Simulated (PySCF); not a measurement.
# Electron correlation in Sr (strontium, neutral)

[Kr] 5s2, closed-shell 1S. All numbers are calculated (PySCF 2.14, scalar relativity by spin-free X2C-1e, in x2c-SVPall (6s4p5d1f, 50 functions)). Frozen: [Kr]; 2 electrons correlated.

Total MP2 correlation energy: -15.74 mhartree.

Same-spin part 0.00 and opposite-spin part -15.74 mhartree; SCS-MP2 scales them by 1/3 and 6/5 to -18.89 mhartree.

With two correlated electrons CCSD is exact within the correlated space (frozen core and kept virtual orbitals).

```tsv
level	correlation energy (mhartree)
CCSD	-24.20
```

Diagnostics: T1 = 0.0074, D1 = 0.0104, largest double amplitude 0.160.

A double-excitation amplitude exceeds 0.15, a sign of near-degeneracy.

Cost of the coupled-cluster step: 0.14 s of wall time on 1 thread of Neoverse-V1 (shared host), for 2 correlated electrons.

Iterations:

```
CC2 = 0
CCSD nocc = 1, nmo = 32
frozen orbitals [0, 1, 2, 3, 4, 5, 6, 7, 8, 9, 10, 11, 12, 13, 14, 15, 16, 17]
max_cycle = 100
direct = 0
conv_tol = 1e-08
conv_tol_normt = 1e-06
diis_space = 8
diis_start_cycle = 0
Init t2, MP2 energy = -3177.03990948041  E_corr(MP2) -0.0157416110502083
Init E_corr(CCSD) = -0.0157416110502083
cycle = 1  E_corr(CCSD) = -0.0208718776120044  dE = -0.00513026656  norm(t1,t2) = 0.064726
cycle = 2  E_corr(CCSD) = -0.0227141079521712  dE = -0.00184223034  norm(t1,t2) = 0.0281587
cycle = 3  E_corr(CCSD) = -0.0241580553642393  dE = -0.00144394741  norm(t1,t2) = 0.0141764
cycle = 4  E_corr(CCSD) = -0.0242033042833056  dE = -4.52489191e-05  norm(t1,t2) = 0.00299282
cycle = 5  E_corr(CCSD) = -0.0242124824578001  dE = -9.17817449e-06  norm(t1,t2) = 0.000821449
cycle = 6  E_corr(CCSD) = -0.024197466232283  dE = 1.50162255e-05  norm(t1,t2) = 0.000120575
cycle = 7  E_corr(CCSD) = -0.0242039227041381  dE = -6.45647186e-06  norm(t1,t2) = 4.48635e-05
cycle = 8  E_corr(CCSD) = -0.0242026390646882  dE = 1.28363945e-06  norm(t1,t2) = 1.11326e-05
cycle = 9  E_corr(CCSD) = -0.0242026484471367  dE = -9.38244845e-09  norm(t1,t2) = 4.29087e-07
CCSD converged
E(CCSD) = -3177.048370517808  E_corr = -0.02420264844713669
```
